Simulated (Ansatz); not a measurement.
`N[Si](O)(Cl)[SbH2]` + `OB(O)Cl` → `N[Si](O)(Cl)Cl` + `O[B](O)[SbH2]`  (redistribution)

Calculated with Ansatz (gas phase, PBE0-D4/def2-TZVP geometries, no zero-point term in ΔE). CBS: MP2 limit from def2 TZ/QZ plus the TZ coupled-cluster correction, frozen cores. This one scheme is used for every species. Elements past krypton have def2 core potentials. For Sb outer-core shells are correlated without core-valence functions, which leaves a few kJ/mol of doubt a bond. One conformer a species, not always the lowest.

| level | ΔE (kJ/mol) |
| --- | --- |
| CCSD/def2-TZVPP | 20.8 |
| HF/CBS(def2) | 18.4 |

(1) What does CCSD(T)/CBS give? (Best estimate.)

Largest T1 diagnostic among the species: 0.014.

Answers

(1) Ansatz gave: +22.7 kJ/mol. The listed levels differ from it by -1.9, -4.3 kJ/mol.
